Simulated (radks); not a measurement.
Values are calculated unless marked as measured or tabulated.
Coulomb parameter of the 5d shell of neutral osmium in the model configuration [Xe] 4f14 5d6.5 6s1.5, as a second difference U = [E(n + 0.25) + E(n - 0.25) - 2 E(n)] / (0.25)^2 with all orbitals relaxed. "Bare": the charge of the atom changes with n. "Screened": the 6s shell takes up the change at fixed total charge, which measures U(5d,5d) + U(6s,6s) - 2 U(5d,6s). Level of theory: scalar-relativistic Kohn-Sham, PBE, spin-unpolarised, spherical densities, point nucleus (a radial shooting solver on a logarithmic mesh with Libxc functionals).

case,configuration,E - E(n) (eV)
start,[Xe] 4f14 5d6.5 6s1.5,0.000
bare +0.25,[Xe] 4f14 5d6.75 6s1.5,-1.097
bare -0.25,[Xe] 4f14 5d6.25 6s1.5,1.641
screened +0.25,[Xe] 4f14 5d6.75 6s1.25,0.107
screened -0.25,[Xe] 4f14 5d6.25 6s1.75,-0.054

U(bare) = 8.707 eV, U(screened by 6s) = 0.835 eV, against the Slater integral F0(5d,5d) = 13.423 eV with frozen orbitals. The step up makes a negative ion, whose loosely bound charge lowers the bare value.
